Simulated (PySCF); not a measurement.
B2Cl3, SMILES Cl[B]B(Cl)Cl, multiplicity 2.

Coordinates come from a B3LYP-D3(BJ)/def2-SVP optimisation. The isomer is the one that the SMILES or the coordinates give; other isomers of the formula were not compared. One conformer was computed; it need not be the lowest.

The numbers are results of TDA-PBE/def2-SVPD (PySCF), not measurements.

Vertical excitations. Gas-phase values at a fixed geometry.

Task: Give excitation energies, oscillator strengths and character. (The exact figures need the calculation; the answer reports its results.)

Result: 
| state | energy (eV) | λ (nm) | f | main pairs |
|---|---|---|---|---|
| root 1 | 1.30 | 954 | 0.000 | α HOMO→LUMO 100 % |
| root 2 | 3.80 | 326 | 0.000 | β HOMO→LUMO 96 % |
| root 3 | 3.82 | 325 | 0.000 | β HOMO−1→LUMO 100 % |
| root 4 | 4.04 | 307 | 0.000 | α HOMO−2→LUMO 62 %, β HOMO→LUMO+1 33 % |
| root 5 | 4.11 | 302 | 0.004 | α HOMO→LUMO+2 96 % |
| root 6 | 4.12 | 301 | 0.001 | α HOMO−1→LUMO 88 % |
| root 7 | 4.20 | 295 | 0.009 | β HOMO−2→LUMO 79 %, β HOMO→LUMO+1 19 % |
| root 8 | 4.33 | 286 | 0.028 | α HOMO→LUMO+1 33 %, β HOMO−1→LUMO+1 65 % |
| root 9 | 4.49 | 276 | 0.000 | α HOMO−3→LUMO 95 % |
| root 10 | 4.69 | 264 | 0.001 | β HOMO−2→LUMO+1 95 % |
Unrestricted roots are not spin-pure.
